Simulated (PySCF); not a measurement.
Coordinates in bohr (charge 1 multiplicity 1):
```
Mn    1.2556    0.0000    0.0000
N    -2.4630   -1.0572    0.0000
N    -2.4630    1.0572    0.0000
```

Level of theory: PBE0/[Mn def2-TZVP, N def2-TZVP], no relativity, density fitting, PySCF.

This geometry of MnN₂⁺ is a stationary point at this level.

(1) What is the point group?

(2) Is it a minimum?

(3) List the harmonic modes with their infrared intensities.

(4) Give the ideal-gas entropy at 298.15 K and 1 bar by parts.

Answers

(1) C2v.

(2) Yes: all harmonic wavenumbers are real.

(3) 
```tsv
symmetry	ω (cm⁻¹)	IR (km/mol)
b2	321	0.4
a1	323	4.0
a1	2209	73.6
```

(4) translation 164.0, rotation 87.8, vibration 10.9, spin 0.0; total 262.6 J/(mol K).

Stability towards spin polarisation was not tested. Other isomers or separated fragments may lie lower.
